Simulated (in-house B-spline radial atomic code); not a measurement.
Solving the quasi-particle equation for 2p up of the aluminium ion Al⁶⁺

Configuration [He] 2s2 2p3, highest spin, start PBE; correlation leaves out the deepest shell. Computed with an all-electron radial atomic-structure program (B-spline basis): all electrons, non-relativistic, point nucleus, each spin shell either full or empty, empty states to l = 9 with an (l + 1/2)⁻⁴ tail; G0W0 by contour deformation at full frequency.

At the mean-field level ε = -221.554 eV the matrix elements are Σx = -70.192 eV, v_xc = -48.231 eV and Σc(ε) = 1.435 eV, and the slope of the correlation self-energy is dΣc/dω = -0.0264. The quasi-particle energy solves E = ε + Σx − v_xc + Σc(E).

**Question.** What does the linearised equation give?

**Answer.** Z = 1/(1 − dΣc/dω) = 1/1.0264 = 0.9743. The first-order shift is Σx − v_xc + Σc(ε) = -70.192 − (-48.231) + (1.435) = -20.526 eV, so E ≈ ε + Z × shift = -221.554 + 0.9743 × (-20.526) = -241.552 eV.

**Question.** How does that compare with the full solution and with static screening?

**Answer.** Solving the equation at full frequency dependence gives E = -241.465 eV, where Σc = 2.051 eV and the weight is 0.965; the linearised value is off by 88 meV. Leaving Z out would give -242.080 eV. Static COHSEX puts -3.088 eV in place of Σc and gives -246.603 eV, 5.14 eV deeper.
